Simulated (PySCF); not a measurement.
Si(H)2(Cl)(Et) (C2H7ClSi), SMILES CC[SiH2]Cl.

Coordinates come from a B3LYP-D3(BJ)/def2-SVP optimisation. The values are those of a single conformer.

Two levels are set side by side: PBE/def2-TZVP (PySCF) and CAM-B3LYP/def2-TZVP (PySCF). Same geometry, gas phase. Differences are taken from unrounded values.

```tsv
quantity	CAM-B3LYP
orbital gap (eV)	11.17
highest occupied level (eV)	-9.83
lowest empty level (eV)	1.34
dipole moment (D)	1.97
mean polarisability (bohr³)	61.5
```

### Question
What does PBE give, and how far is it from CAM-B3LYP? (The exact figures need the calculation; the answer reports its results.)

### Answer

```tsv
quantity	PBE	PBE minus CAM-B3LYP
orbital gap (eV)	6.57	-4.60
highest occupied level (eV)	-7.15	2.68
lowest empty level (eV)	-0.58	-1.92
dipole moment (D)	1.89	-0.08
mean polarisability (bohr³)	64.2	2.7
```

PBE's occupied levels lie high since its potential decays too fast outside the molecule; exact exchange lowers them and widens the gap. PBE's more diffuse valence density responds more strongly to a field. Differences between two approximate levels are no errors against the true value.

Rough cost on one machine, each run with all the roots and properties that it gave: CAM-B3LYP against PBE within a factor of 2.
